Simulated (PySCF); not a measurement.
Static response to an electric field

Species: C6H6O2.
Structure used (PBE0-D3(BJ)/def2-SVP), in Å, numbered top down from 1:
```xyz
14
C6H6O2 angstrom
C      2.344   -1.553    1.380
C      1.848   -0.576    0.868
C      1.243    0.604    0.258
C     -0.260    0.543    0.212
C     -1.071    1.386    0.854
O     -0.637   -0.507   -0.599
C     -1.898   -0.928   -0.780
O     -2.892   -0.464   -0.309
H      2.783   -2.420    1.837
H      1.545    1.507    0.808
H      1.624    0.712   -0.773
H     -2.154    1.316    0.799
H     -0.616    2.169    1.462
H     -1.866   -1.802   -1.463
```

Level: CAM-B3LYP/def2-SVPD (PySCF), static field, nuclei fixed, core orbitals frozen in the response. The polarisability tensor in these axes (au):

```
x    85.02 -10.33   5.22
y   -10.33  81.47   3.82
z     5.22   3.82  63.61
```

Q: Give the principal values, the mean and the anisotropy Δα = √{½[(α1 − α2)² + (α2 − α3)² + (α1 − α3)²]}.

A: Principal values 60.35, 75.94 and 93.81 au; mean 76.70 au = 11.37 Å³ = 12.65 × 10⁻⁴⁰ C²·m²/J; Δα = 29.00 au (38 % of the mean).

Q: What is the dipole moment, and where does it point?

A: (1.73, 0.21, -0.50) D, 1.81 D in size, pointing from the negative to the positive side. Measured along this direction, the outermost atoms are O8 at the negative end and H9 and H11 at the positive end.

Q: Traceless (Buckingham) quadrupole moment about the centre of nuclear charge: eigenvalues?

A: -10.70, 1.98, 8.72 D·Å. The values depend on the origin, since the dipole doesn't vanish. The electronic extent ⟨r²⟩ about the same centre is 1078 bohr², a root-mean-square distance of 2.28 Å for the 58 electrons.

Q: Rayleigh depolarisation ratio (linearly polarised light, static tensor)?

A: ρ = 3Δα²/(45ᾱ² + 4Δα²) = 2522.2/(264739 + 3362.9) = 0.00941.

Q: Along which axes do the principal values lie, and how far do the nuclei extend along each?

A: Largest value along (0.77, -0.63, 0.05), where the nuclei span 6.23 Å; middle along (0.55, 0.71, 0.45), 5.22 Å; least along (-0.32, -0.32, 0.89), 2.95 Å. The response follows the extents in order.

Q: Orientational against electronic polarisability at 298 K (dilute gas, rigid molecules)?

A: In Gaussian units μ²/3kT = 26.60 Å³ against 11.37 Å³, a ratio of 2.34; the Debye molar polarisation (4π/3)N_A(α + μ²/3kT) is 95.8 cm³/mol, leaving out the vibrational part.

Q: What would n − 1 = 2πNα be for an ideal gas of these molecules at 273.15 K and 1 atm, electronic part alone?

A: N = p/kT = 2.6868 × 10¹⁹ cm⁻³, so n − 1 = 2π × N × 11.37 × 10⁻²⁴ cm³ = 1919 × 10⁻⁶ at long wavelengths, for an ideal gas.

Geometry: PBE0-D3(BJ)/def2-SVP, one conformer, isolated molecule.

The run behind these numbers computed excited states and ΔSCF ions as well. Hardware: an Intel Xeon 6975P-C with one thread (shared host). Cost: 5.0 min, 1.0 GiB resident at most.
